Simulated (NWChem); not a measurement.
Program: NWChem. System: C₃H₅FOSi, charge 0, spin multiplicity 1, optimised in this run. The structure started from a generated list of species.

Job file:

```
start mol
memory heap 200 mb stack 800 mb global 1000 mb
geometry units angstroms noautosym
  C      3.236092     0.200939     0.960611
  C      1.835478     0.060938     0.637401
  C      0.667892    -0.049976     0.361167
  Si    -1.119945    -0.252469    -0.035532
  O     -1.923155     1.148222    -0.119227
  F     -1.170205    -0.929415    -1.502595
  H      3.486144    -0.438131     1.807237
  H      3.846069    -0.089578     0.105532
  H      3.458162     1.235910     1.220128
  H     -1.888724    -1.070756     0.873164
  H     -1.742112     1.804679    -0.786529
end
basis spherical
  * library def2-svp
end
dft
  xc xpbe96 cpbe96
  semidirect memsize 60000000 filesize 0
  iterations 100
end
driver
  maxiter 80
end
task dft optimize
```

The output up to the point where the run's verdict is printed (cleaned and shortened):

```
             Northwest Computational Chemistry Package (NWChem) 7.3.0
             --------------------------------------------------------

                                NWChem Input Module
                                -------------------

 Scaling coordinates for geometry "geometry" by  1.889725989
 (inverse scale =  0.529177249)

          ------
          auto-z
          ------

                             Geometry "geometry" -> ""
                             -------------------------

 Output coordinates in angstroms (scale by  1.889725989 to convert to a.u.)

  No.       Tag          Charge          X              Y              Z
 ---- ---------------- ---------- -------------- -------------- --------------
    1 C                    6.0000     3.23609207     0.20093891     0.96061124
    2 C                    6.0000     1.83547807     0.06093791     0.63740124
    3 C                    6.0000     0.66789207    -0.04997609     0.36116724
    4 Si                  14.0000    -1.11994493    -0.25246909    -0.03553176
    5 O                    8.0000    -1.92315493     1.14822191    -0.11922676
    6 F                    9.0000    -1.17020493    -0.92941509    -1.50259476
    7 H                    1.0000     3.48614407    -0.43813109     1.80723724
    8 H                    1.0000     3.84606907    -0.08957809     0.10553224
    9 H                    1.0000     3.45816207     1.23590991     1.22012824
   10 H                    1.0000    -1.88872393    -1.07075609     0.87316424
   11 H                    1.0000    -1.74211193     1.80467891    -0.78652876

 Effective nuclear repulsion energy (a.u.)     270.6507037975

            Nuclear Dipole moment (a.u.)
            ----------------------------
        X                 Y               Z
 ---------------- ---------------- ----------------
    -0.0000000000    -0.0000000000    -0.0000000000


 Summary of "ao basis" -> "" (spherical)
 ------------------------------------------------------------------------------
       Tag                 Description            Shells   Functions and Types
 ---------------- ------------------------------  ------  ---------------------
[...]
  ----- ------------  ---------------      ----- ------------  ---------------
    33      0.340197   3 C  py               19      0.327144   2 C  py
    22      0.194890   2 C  py               36      0.194154   3 C  py
    34      0.187875   3 C  pz               20      0.184518   2 C  pz
    64     -0.177133   5 O  px               99     -0.139782   9 H  s
    67     -0.131950   5 O  px               94      0.111337   8 H  s

 Vector   28  Occ=0.000000D+00  E=-3.646826D-02
              MO Center=  7.4D-01,  6.8D-02,  3.5D-01, r^2= 4.5D+00
   Bfn.  Coefficient  Atom+Function         Bfn.  Coefficient  Atom+Function
  ----- ------------  ---------------      ----- ------------  ---------------
    22      0.416563   2 C  py               19      0.364814   2 C  py
    36     -0.352383   3 C  py               90      0.312319   7 H  s
    54     -0.289577   4 Si py               63      0.277808   5 O  s
   100     -0.263693   9 H  s                23     -0.257980   2 C  pz
    33     -0.244762   3 C  py               37      0.210547   3 C  pz

 Vector   29  Occ=0.000000D+00  E=-3.508993D-02
              MO Center=  8.1D-01, -4.8D-02,  3.7D-01, r^2= 4.2D+00
   Bfn.  Coefficient  Atom+Function         Bfn.  Coefficient  Atom+Function
  ----- ------------  ---------------      ----- ------------  ---------------
    23      0.411615   2 C  pz               20      0.356367   2 C  pz
    55     -0.353606   4 Si pz               95      0.341599   8 H  s
    37     -0.336238   3 C  pz               34     -0.245860   3 C  pz
   100     -0.220539   9 H  s                22      0.213643   2 C  py
    54     -0.205745   4 Si py               19      0.194217   2 C  py

 Vector   30  Occ=0.000000D+00  E= 3.042976D-02
              MO Center= -8.5D-01,  1.1D+00, -3.6D-01, r^2= 7.2D+00
   Bfn.  Coefficient  Atom+Function         Bfn.  Coefficient  Atom+Function
  ----- ------------  ---------------      ----- ------------  ---------------
     3      0.985888   1 C  s               110     -0.976714  11 H  s
    63      0.738482   5 O  s                46     -0.674918   4 Si s
    90     -0.544215   7 H  s               105      0.527530  10 H  s
    95     -0.336727   8 H  s                21     -0.260504   2 C  px
    69     -0.230808   5 O  pz               35     -0.215614   3 C  px

 center of mass
 --------------
 x =  -0.19027791 y =  -0.04448228 z =  -0.11147062

 moments of inertia (a.u.)
 ------------------
         420.239622579609         -10.918235950781        -368.902175970623
         -10.918235950781        1455.318734183646         -98.937991097012
        -368.902175970623         -98.937991097012        1384.322595019414

     Multipole analysis of the density
     ---------------------------------

     L   x y z        total         alpha         beta         nuclear
     -   - - -        -----         -----         ----         -------
     0   0 0 0     -0.000000    -27.000000    -27.000000     54.000000

     1   1 0 0      1.078365      1.512944      1.512944     -1.947522
     1   0 1 0      0.507186      0.286080      0.286080     -0.064973
     1   0 0 1      0.199224      0.725202      0.725202     -1.251181

     2   2 0 0    -26.243319   -355.632045   -355.632045    685.020771
     2   1 1 0      0.060941     -3.285254     -3.285254      6.631449
     2   1 0 1      2.293083    -99.381694    -99.381694    201.056471
     2   0 2 0    -29.591709    -63.340167    -63.340167     97.088626
     2   0 1 1     -2.788449    -23.451007    -23.451007     44.113565
     2   0 0 2    -31.384982    -80.806862    -80.806862    130.228741

 Line search:
     step= 1.00 grad=-9.4D-05 hess= 1.4D-05 energy=   -581.148737 mode=downhill
 new step= 3.44                   predicted energy=   -581.148819
 !! There are insufficient internal variables: expected    26 got    27
 !! Either AUTOZ failed or your geometry has changed so much that the
 !! coordinates should be regenerated.
```

The program stopped with an error. NWChem stopped with the message: geom_binvr: #indep variables incorrect 2600027.
